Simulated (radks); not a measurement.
Values are calculated unless marked as measured or tabulated.
Task: The mean radii <r> (bohr) of the occupied orbitals of an atom or ion are listed with their occupations. Level of theory: non-relativistic Kohn-Sham, PBE, spin-polarised, spherical densities, point nucleus (a radial shooting solver on a logarithmic mesh with Libxc functionals).

orbital  occ.      <r>
1s          2  0.01823
2s          2  0.07664
2p          6  0.06471
3s          2   0.1925
3p          6   0.1831
3d         10   0.1595
4s          2   0.4197
4p          6   0.4220
4d         10   0.4252
4f         14   0.4316
5s          2   0.9234
5p          6   0.9848
5d         10    1.180

Name the element and its charge. Open shells, if any, are filled with parallel spins first.

Result: Z = 83, bismuth, charge +5: Bi5+ in [Xe] 4f14 5d10. The 1s radius gives Z: for a bare nucleus <r> = 1.5/Z, 0.01807 bohr for Z = 83, and screening makes it slightly larger (0.01823 here). The occupations add up to 78, and the charge is Z minus that.
